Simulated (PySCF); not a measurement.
Static polarisabilities and like-pair C6 coefficients by linear response at CAM-B3LYP/def2-SVPD (PySCF, frozen core in the response, non-relativistic, gas phase), PBE0-D3(BJ)/def2-SVP geometries, one conformer each; atomic units unless stated. Spin–orbit coupling is left out although an atom past zinc is present.

| species | electrons | α |
| --- | --- | --- |
| `N([SiH3])c1csnc1` | 68 | 94.5 |
| `ClB(Cl)c1ccc(Cl)cc1` | 96 | 127.9 |
| `[H]/N=C/[SiH3]` | 32 | 49.4 |
| `C#[C][Ga@H-]1[O]C=CC=[O+]1` | 82 | 88.6 |

Q: Estimate each like-pair C6, largest first.

A: 
```
                     species     C6  ω̄ = 4·C6/(3α²) (eV)
       `ClB(Cl)c1ccc(Cl)cc1`   5742                  12.7
          `N([SiH3])c1csnc1`   3225                  13.1
`C#[C][Ga@H-]1[O]C=CC=[O+]1`   2851                  13.2
            `[H]/N=C/[SiH3]`  878.9                  13.0
```

The order is that of α. London's effective excitation energy ω̄ runs from 12.7 to 13.2 eV here.
